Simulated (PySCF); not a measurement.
# Fractional electron number in Re⁺ (rhenium, charge +1)

The 6s alpha orbital of [Xe] 4f14 5d5 6s1 is emptied in steps (occupation f), with all orbitals relaxed, ending at [Xe] 4f14 5d5. All numbers are calculated (PySCF 2.14, a scalar-relativistic core potential, in def2-TZVPPD with the def2 core potential (60 electrons) (6s5p3d2f1g, 59 functions)). The exact energy is a straight line in f; departures are measured from the line between the end points of the same method.

```tsv
f	UHF (eV)	LDA (eV)	PBE (eV)
1	0.000	0.000	0.000
0.9	0.027	-0.327	-0.324
0.7	0.061	-0.765	-0.758
0.5	0.071	-0.913	-0.906
0.3	0.058	-0.768	-0.764
0.1	0.025	-0.330	-0.328
0	0.000	0.000	0.000
```

Problem. For UHF, how does the orbital energy at f = 1 compare with the removal energy?

Solution. −ε = 15.967 eV against a total-energy difference of 15.669 eV. By Janak's theorem ε = ∂E/∂f, so the gap between them reflects the curvature. Along the path −ε is 15.902 (f = 0.9), 15.779 (f = 0.7), 15.662 (f = 0.5), 15.552 (f = 0.3), 15.449 (f = 0.1) eV.

```
method  E(f=0) − E(f=1) (eV)  −ε at f=1 (eV)  −ε at f=0.5 (eV)
   UHF                15.669          15.967            15.662
   LDA                17.313          13.684            17.303
   PBE                17.023          13.432            17.007
```

Reference removal energy between the ground levels: 16.6 ± 0.5 eV (semi-empirical (NIST evaluation); NIST Atomic Spectra Database, ionization energies). UHF lacks correlation.
